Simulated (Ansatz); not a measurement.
System: 3,3,3-trifluoroprop-1-ene, C3H3F3 (charge 0, singlet). 
Geometry from a B3LYP-D3(BJ)/def2-TZVP (Ansatz, a first-principles code) optimisation:
SMILES: C=CC(F)(F)F
```xyz
9

C      2.0913    -0.0935    -0.2724
C      0.9113    -0.6893    -0.2866
C     -0.3683     0.0074     0.0456
F     -0.2004     1.3036     0.3612
F     -0.9862    -0.5842     1.0928
F     -1.2336    -0.0445    -0.9922
H      2.9913    -0.6393    -0.5204
H      2.1956     0.9516    -0.0142
H      0.7883    -1.7342    -0.5425
```

Basis-set convergence of Hartree-Fock and MP2 correlation energies (hartree) with Ansatz. Correlated levels leave the core frozen unless marked. Spin-orbit coupling is left out. Non-relativistic.

| basis | functions | E(HF) | E(corr, MP2) |
|---|---|---|---|
| cc-pVDZ | 99 | -413.67910 | -0.94809 |
| cc-pVTZ | 222 | -413.81419 | -1.22590 |
| cc-pVQZ | 420 | -413.84568 | -1.32749 |

Extrapolating the two largest sets (X = 3 and 4) as X^-3: E(corr) = (64·(-1.32749) - 27·(-1.22590))/37 = -1.4016 Eh, an estimate of the basis-set limit. The largest set recovers 94.7 % of it, the smallest 67.6 %.
